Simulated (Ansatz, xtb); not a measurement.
## C2H9NSi (SMILES CN(C)[SiH3]): the electronic atomisation energy, rung by rung

C2H9NSi: 13 atoms, total charge 0, spin state singlet. As SMILES, `CN(C)[SiH3]`. The shape is that of a PBE0-D4/def2-TZVP optimisation.

Quantity: the electronic atomisation energy, in eV. The values are calculated. Electronic energies at fixed atoms, without zero-point motion or spin-orbit coupling.

| level | kind | program | value (eV) |
| --- | --- | --- | --- |
| GFN2-xTB | semi-empirical | xtb | 60.86 |
| SVWN5/6-31G* (spherical functions) | LDA | Ansatz | 53.31 |
| revPBE/6-31G* (spherical functions) | GGA | Ansatz | 46.04 |
| r2SCAN/6-31G* (spherical functions) | meta-GGA | Ansatz | 46.86 |
| r2SCAN0/6-31G* (spherical functions) | hybrid meta-GGA | Ansatz | 46.42 |
| CAM-B3LYP/6-31G* (spherical functions) | range-separated hybrid | Ansatz | 47.35 |
| B2PLYP/6-31G* (spherical functions) | double hybrid | Ansatz | 45.56 |
| RPA@PBE/6-31G* (spherical functions) | RPA | Ansatz | 41.82 |
| RPA@PBE0/6-31G* (spherical functions) | RPA | Ansatz | 42.07 |
| CCSD/6-31G* (spherical functions) | coupled cluster or CI | Ansatz | 42.01 |

The values span 41.82 to 60.86 eV. The xTB rows lack spin polarisation, so open shells miss the exchange term that lowers them.
